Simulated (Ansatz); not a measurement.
Species: AlPH$_{4}$, charge 0, singlet. AlPH4 (SMILES [AlH2][PH2]).
B3LYP-D3(BJ)/def2-TZVP minimum from Ansatz (an electronic-structure program):
```
Al
H 1 1.5801
H 1 1.5801 2 121.00
P 1 2.3300 2 119.37 3 -174.16
H 4 1.4183 1 94.96 2 -44.88
H 4 1.4183 5 95.50 1 95.48
```
Charge 0, spin multiplicity 1.

Total energies in cc-pV(T+d)Z, 12 correlated electrons, 10 frozen orbitals. Open shells are spin-unrestricted; no spin-orbit coupling. Cores are frozen in correlated methods. No relativity.

```tsv
method	program	energy (Eh)	minus CCSDT(Q) (mEh)
HF	Ansatz	-585.00519	295.94
MP2	Ansatz	-585.24884	52.29
CCSD	Ansatz	-585.28911	12.01
CCSD(T)	Ansatz	-585.29940	1.73
CCSDT(Q)	Ansatz	-585.30113	0.00
```

Rough core times of Ansatz's runs on a shared machine: CCSD(T) under 20 s, CCSDT(Q) 10 min.
